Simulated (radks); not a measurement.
The numbers below are computed, except where a source is named.
All-electron atom: the dysprosium ion Dy62+ in [He] 2s2. Level of theory: scalar-relativistic Kohn-Sham, LDA (Slater exchange, Perdew-Wang correlation), spin-polarised, spherical densities, finite nucleus; Fermi nuclear charge, rms radius 5.2218 fm (a radial shooting solver on a logarithmic mesh with Libxc functionals). Some entries of the table are withheld. Estimate them.

orbital,occ.,eigenvalue (eV),<r> (bohr)
1s,2,(1),(2)
2s,2,-14847.37,(3)
2p,0,-14021.96,0.07478
3s,0,-6376.481,0.1985
3d,0,(4),0.1638

Answer. 
(1) 1s eigenvalue (eV): -60627.33
(2) 1s <r> (bohr): 0.02105
(3) 2s <r> (bohr): 0.08566
(4) 3d eigenvalue (eV): -5968.270
